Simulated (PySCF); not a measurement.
# Correlation energy of Te²⁺ (tellurium, charge +2)

[Kr] 4d10 5s2 5p2, high-spin 3P determinant. Computed with PySCF 2.14 in aug-cc-pVTZ-DK3 (8s7p5d2f, 68 functions), with the spin-free X2C one-electron Hamiltonian (Gaussian nucleus). Frozen: [Kr] 4d10; 4 electrons correlated.

MP2 pair energies summed by pair of shells (mhartree):

```csv
pair,energy,share (%)
5s-5p,-29.67,62.7
5s-5s,-13.01,27.5
5p-5p,-4.61,9.8
```

Total MP2 correlation energy: -47.29 mhartree.

Same-spin part -7.78 and opposite-spin part -39.51 mhartree; SCS-MP2 scales them by 1/3 and 6/5 to -50.01 mhartree.
